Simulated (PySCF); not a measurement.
A GIAO shielding run with PySCF (density fitting, non-relativistic, gas phase) on `C=C(F)C/C(Cl)=C\C[SiH3]`, C6H10ClFSi:

```
$ OMP_NUM_THREADS=1 python probes_run.py task.json out

{"job": {"kind": "nmr", "xc": "PBE0", "basis": "pcSseg-1"}, "charge": 0, "multiplicity": 1}
C      3.425863    -0.299645     0.047112
C      2.153672    -0.396832     0.377405
F      1.781205    -0.217606     1.668798
C      0.986213    -0.663089    -0.525298
C      0.299770     0.630470    -0.871623
Cl     1.070912     1.490327    -2.177121
C     -0.758466     1.161880    -0.274079
C     -1.522412     0.554860     0.846483
Si    -2.994225    -0.473302     0.181451
H      4.179035    -0.077821     0.781383
H      3.740100    -0.434280    -0.969823
H      0.281509    -1.324820    -0.019279
H      1.341140    -1.142520    -1.437196
H     -1.140257     2.103691    -0.643127
H     -0.883452    -0.068806     1.468388
H     -1.906003     1.352124     1.482435
H     -2.471564    -1.598136    -0.597109
H     -3.826879     0.373273    -0.671206
H     -3.765964    -0.960517     1.324944
```

Hardware: 1 thread of an Arm Neoverse N1, shared host. The job also computes population analyses, field gradients.

(1) How large is the calculation?

(2) How long does it take, and how much memory does it need?

## Answers

(1) 86 electrons, 217 basis functions and 1169 auxiliary functions.

(2) 100 s of wall time, with 14 SCF cycles and 5 response iterations; peak memory 1.1 GiB. Times on a shared host scatter by some tens of per cent.
